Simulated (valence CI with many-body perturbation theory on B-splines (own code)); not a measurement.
**Energy levels of Zn¹⁷⁺**

Method: relativistic CI+MBPT: three valence electrons over a frozen Dirac-Fock core [Ne], a basis of 11 s, 11 p, 10 d, 8 f, 5 g, 2 h functions for each j, with the one-electron correlation potential Σ1, the two-electron term Σ2, the three-electron term Σ3, Breit, model QED; selected CI, second order for the rest, scaled by the run's own slope (own B-spline code, finite nucleus).

No measured levels were compared; by estimate levels of excited configurations hold to 0.05 to 0.15 % of their energy, terms of the ground configuration to about 0.5 %.

Levels 136 to 158 of 158, with energies above the lowest level, 3s2 3p 2P°_1/2. "Leading %" is the weight of the configuration and term that name the level; weights of strongly mixed levels are sums over their largest components and can fall short. In the jj column 3d3/2^4 stands for four electrons in 3d with j = 3/2. Lifetimes count E1, E2, E3, M1 and M2 decay at the calculated energies, and are blank where another channel may lead or the interval is too uncertain; long ones can be off by a factor of two.

```tsv
No.	Configuration	Term	J	E (cm⁻¹)	Leading %	Leading jj	Lifetime
136	3s2 4p	2P°	3/2	2398000	94	3s^2 4p3/2 (94 %)	6.27 ps
137	3d3	2G	7/2	2419500	99	3d3/2 3d5/2^2 (50 %)	13.2 ps
138	3d3	2G	9/2	2420200	64	3d3/2^2 3d5/2 (80 %)	14.4 ps
139	3d3	4P	1/2	2424000	97	3d3/2^2 3d5/2 (66 %)	9.36 ps
140	3d3	4P	3/2	2424600	94	3d3/2^2 3d5/2 (50 %)	9.33 ps
141	3d3	4P	5/2	2427600	99	3d3/2 3d5/2^2 (63 %)	9.59 ps
142	3d3	2H	11/2	2428400	99	3d3/2 3d5/2^2 (99 %)	18.4 ps
143	3d3	2H	9/2	2428900	65	3d3/2 3d5/2^2 (50 %)	16.6 ps
144	3d3	2D	3/2	2442900	67	3d3/2 3d5/2^2 (56 %)	9.64 ps
145	3d3	2P	1/2	2447200	96	3d3/2 3d5/2^2 (65 %)	9.38 ps
146	3d3	2D	5/2	2449100	98	3d3/2 3d5/2^2 (56 %)	10.3 ps
147	3d3	2P	3/2	2453600	66	3d5/2^3 (82 %)	10.1 ps
148	3d3	2F	7/2	2473300	98	3d3/2 3d5/2^2 (73 %)	12.6 ps
149	3d3	2F	5/2	2474800	98	3d3/2 3d5/2^2 (52 %)	12.6 ps
150	3s 3p 4s	4P°	1/2	2531300	96	3s 3p1/2 4s (94 %)	1.97 ps
151	3d3	2D	5/2	2534400	97	3d3/2^2 3d5/2 (50 %)	10.3 ps
152	3d3	2D	3/2	2535400	98	3d3/2 3d5/2^2 (86 %)	10.5 ps
153	3s 3p 4s	4P°	3/2	2542100	93	3s 3p1/2 4s (73 %)	1.94 ps
154	3s 3p 4s	4P°	5/2	2569100	99	3s 3p3/2 4s (99 %)	1.99 ps
155	3s 3p 4s	2P°	1/2	2570200	95	3s 3p1/2 4s (79 %)	1.91 ps
156	3s2 4d	2D	3/2	2587700	94	3s^2 4d3/2 (94 %)	1.07 ps
157	3s2 4d	2D	5/2	2590700	95	3s^2 4d5/2 (95 %)	1.11 ps
158	3s 3p 4s	2P°	3/2	2598600	92	3s 3p3/2 4s (92 %)	1.68 ps
```

Names give the largest LS component (configuration and term), which can be under half, so a name can repeat, a term be missing and a line seem to break the LS rules; names also repeat where a configuration has a term twice.
